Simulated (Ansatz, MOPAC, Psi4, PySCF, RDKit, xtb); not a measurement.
Noncovalent pair: GeH4 (SMILES [GeH4]) (first 5 atoms) with C2H6 (SMILES CC); geometry from B3LYP-D3(BJ)/def2-TZVP, rigid monomers moved along the line of their centres of mass till Ge1···C6 is 3.44 Å.
(charge 0, multiplicity 1):
| atom | x (Å) | y (Å) | z (Å) |
|---|---|---|---|
| Ge | -0.1545 | 0.1485 | -0.2464 |
| H | -0.5052 | -0.0597 | -1.7277 |
| H | 0.4200 | -1.1531 | 0.3312 |
| H | -1.4220 | 0.5348 | 0.5293 |
| H | 0.8864 | 1.2701 | -0.1198 |
| C | 0.5460 | 0.5050 | 3.1073 |
| C | -0.4016 | -0.6436 | 3.4401 |
| H | 0.9955 | 0.9235 | 4.0098 |
| H | 0.0239 | 1.3155 | 2.5951 |
| H | 1.3597 | 0.1740 | 2.4589 |
| H | 0.1212 | -1.4527 | 3.9537 |
| H | -0.8505 | -1.0625 | 2.5378 |
| H | -1.2146 | -0.3116 | 4.0886 |

| level | interaction energy (meV) | cost |
|---|---|---|
| UFF | -22.9 | - |
| GFN-FF | -32.3 | - |
| AM1 | 21.4 | - |
| PM3 | 103.4 | - |
| PM6 | 60.7 | - |
| PM7 | -45.8 | - |
| GFN1-xTB | -168.2 | - |
| GFN2-xTB | -67.7 | - |
| HF/STO-3G (no counterpoise) | 124.5 | - |
| HF/3-21G (no counterpoise) | 77.1 | - |
| HF/6-31G* | 141.7 | - |
| HF/6-31G* (no counterpoise) | 130.9 | - |
| HF/aug-cc-pVDZ | 142.0 | - |
| PBE/def2-TZVPPD | 49.4 | ×1 |
| PBE-D3(BJ)/def2-TZVPPD | -25.8 | ×1 |
| PBE-D4/def2-TZVPPD | -24.4 | ×1 |
| BP86/6-31G* (no counterpoise) | 101.1 | - |
| r2SCAN/def2-TZVPPD | 12.5 | ×2 |
| r2SCAN-D3(BJ)/def2-TZVPPD | -15.3 | ×2 |
| r2SCAN-D4/def2-TZVPPD | -10.8 | ×2 |
| B3LYP/3-21G (no counterpoise) | 32.1 | - |
| B3LYP/6-31G* | 110.8 | - |
| B3LYP/6-31G* (no counterpoise) | 90.7 | - |
| B3LYP/def2-TZVPPD | 103.1 | ×1 |
| B3LYP-D3(BJ)/def2-TZVPPD | -23.7 | ×1 |
| B3LYP-D4/def2-TZVPPD | -11.5 | ×1 |
| PBE0/def2-TZVPPD | 45.1 | ×1 |
| PBE0-D3(BJ)/def2-TZVPPD | -26.4 | ×1 |
| PBE0-D4/def2-TZVPPD | -21.5 | ×1 |
| M06-2X/6-31G* (no counterpoise) | -59.2 | - |
| wB97X-V/def2-TZVPPD | -18.9 | ×3 |
| wB97M-V/def2-TZVPPD | -27.4 | ×4 |
| MP2/6-31G* | 77.8 | - |
| MP2/6-31G* (no counterpoise) | 39.8 | - |
| MP2/aug-cc-pVDZ | 6.5 | - |
| SCS-MP2/aug-cc-pVDZ | 37.7 | - |
| CCSD/aug-cc-pVDZ | 24.3 | - |
| CCSD(T)/aug-cc-pVDZ | 7.3 | ×10 |
| SAPT0/aug-cc-pVDZ | -13.9 | - |

The rows run from -168.2 (GFN1-xTB) to 142.0 meV (HF/aug-cc-pVDZ). In aug-cc-pVDZ the value moves HF 142.0, MP2 6.5, CCSD 24.3, CCSD(T) 7.3, a shift of -134.8 from HF to CCSD(T). The dispersion term adds -75.2 in PBE-D3(BJ), -73.8 in PBE-D4, -27.8 in r2SCAN-D3(BJ). The 6 functionals in def2-TZVPPD without D3 or D4 span 130.5, from wB97M-V to B3LYP.

Counterpoise-corrected where a basis set is named; no monomer relaxation. Rows marked so take none. RDKit's UFF carries no charges.

Frozen-core correlation. Filled d and f shells under p-block atoms count as core. Rows in 3-21G, 6-31G*, STO-3G carry no dispersion term and start afresh at each structure (6-31G* with six Cartesian d functions); the Pople sets are all-electron and without relativity. MP2/6-31G* freezes PySCF's default core, which leaves 3d correlated. The state that AM1, PM3, PM6, PM7 reach isn't checked; PM7 holds dispersion and hydrogen-bond terms.

Programs: Ansatz (a program for electronic structure); MOPAC for AM1, PM3, PM6, PM7 (differences of heats of formation); Psi4 for SAPT; PySCF for 3-21G rows, 6-31G* rows, STO-3G rows, the dispersion terms; RDKit for the force fields; xtb for the GFN methods. Values without a source in brackets are computed.

Costs are rough ratios of core time to PBE/def2-TZVPPD (about 11 s over the structures, on one shared machine); a dash marks a level with no comparable run of its own.
